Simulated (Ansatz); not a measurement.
The cluster Ni2O2⁻, relaxed as a doublet with UKS PBE0-D4/def2-SVPD in Ansatz, starting from the GFN2-xTB geometry. Force threshold 0.02 eV/Å.

The charge -1 doublet is spin-contaminated (final ⟨S²⟩ up to 1.96, 0.75 for a pure state). The highest occupied level of the charge -1 doublet lies above zero (up to 0.08 eV). It is a level of α spin, whose loss leaves a singlet; that state wasn't run at this geometry and level. The electron is either unbound and held by the finite basis, or the level is raised by self-interaction error. The relaxation made no stability test and no search for a lower SCF solution. Another isomer (doublet) lies 0.04 eV lower at PBE0-D4/def2-TZVPD.

Start:

```xyz
4

Ni   -0.293   -1.071    0.073
Ni    0.283    1.073   -0.074
O     0.026   -0.104   -1.438
O    -0.016    0.102    1.439
```

| step | energy (eV) | largest force component (eV/Å) | SCF passes |
| --- | --- | --- | --- |
| 1 | -86150.5990 | 1.178 | 144 |
| 2 | -86150.6529 | 0.858 | 52 |
| 3 | -86150.7032 | 0.181 | 61 |
| 4 | -86150.7139 | 0.124 | 49 |
| 5 | -86150.7144 | 0.014 | 59 |
| 6 | -86150.7144 | 0.004 | 51 |

Force components are those of the run's own axes.

End:

```xyz
4

Ni   -0.279   -1.040    0.071
Ni    0.307    1.146   -0.078
O     0.006   -0.156   -1.426
O    -0.035    0.050    1.433
```

By distances, no bond broke or formed. The bond that changes most is Ni2–O3, from 1.82 to 1.90 Å (atoms count from 1).

The force fell under the threshold at step 5, but the optimiser went on. No frequencies were taken in this run, so the end may be a saddle point.

Hardware: 4 threads of Arm Neoverse V2 on a shared host. Wall time 23 s.
